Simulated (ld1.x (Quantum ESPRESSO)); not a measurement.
## Transferability test, TM potential for niobium

```
Element                 : niobium (Nb)
Generator               : ld1.x (Quantum ESPRESSO) 7.5
Type                    : norm-conserving Troullier–Martins (Kleinman–Bylander form)
Functional              : revPBE
Relativity              : scalar-relativistic
Frozen core             : [Ar] 3d10
Valence charge          : 13
Reference configuration : 4s2 4p6 4d5 5s0 5p0
Partial waves           : 4s (bound): rc 1.75 bohr; 4d (bound): rc 2.05 bohr; 4p (bound): rc 1.54 bohr
Local potential         : the p channel
Core correction         : Bessel-smoothed model core inside 1.15 bohr
```

Energies are relative to the spin-unpolarised reference configuration 4s2 4p6 4d5 5s0 5p0; without spin polarisation the order of configurations can differ from experiment.

(1) Give the all-electron excitation energy and the error of the potential for: 4s2 4p6 4d4 5s1 5p0; 4s2 4p6 4d4 5s0 5p0; 4s2 4p6 4d3 5s0 5p0; 4s2 4p6 4d1 5s0 5p0; 4s2 4p6 4d3 5s1 5p1; 4s2 4p5 4d4 5s1 5p0; 4s1 4p6 4d4 5s1 5p0.

Results:

(1)

```json
{"valence configuration": "4s2 4p6 4d4 5s1 5p0", "charge": "0", "ΔE all-electron (eV)": "-1.240", "error AE − PS (meV)": "+261"}
{"valence configuration": "4s2 4p6 4d4 5s0 5p0", "charge": "+1", "ΔE all-electron (eV)": "5.285", "error AE − PS (meV)": "+0.9"}
{"valence configuration": "4s2 4p6 4d3 5s0 5p0", "charge": "+2", "ΔE all-electron (eV)": "19.238", "error AE − PS (meV)": "+4.7"}
{"valence configuration": "4s2 4p6 4d1 5s0 5p0", "charge": "+4", "ΔE all-electron (eV)": "80.728", "error AE − PS (meV)": "+50"}
{"valence configuration": "4s2 4p6 4d3 5s1 5p1", "charge": "0", "ΔE all-electron (eV)": "1.555", "error AE − PS (meV)": "+370"}
{"valence configuration": "4s2 4p5 4d4 5s1 5p0", "charge": "+1", "ΔE all-electron (eV)": "38.465", "error AE − PS (meV)": "+484"}
{"valence configuration": "4s1 4p6 4d4 5s1 5p0", "charge": "+1", "ΔE all-electron (eV)": "62.716", "error AE − PS (meV)": "+421"}
```
